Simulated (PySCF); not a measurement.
All values below come from PBE-D3(BJ)/def2-TZVP // B3LYP-D3(BJ)/def2-TZVP in PySCF 2.14.0. All species are isolated molecules in the gas phase. 

Reference species (SMILES): `C1B[SiH2]1` (neutral, multiplicity 1).

- HOMO–LUMO gap = 3.58 eV
- HOMO = -5.95 eV

Changed species: `CB=[SiH2]`.

Q: What does the change do to the HOMO–LUMO gap and HOMO?

A: the HOMO–LUMO gap decreases by 1.93 eV, to 1.65 eV; the HOMO rises by 1.18 eV, to -4.77 eV.
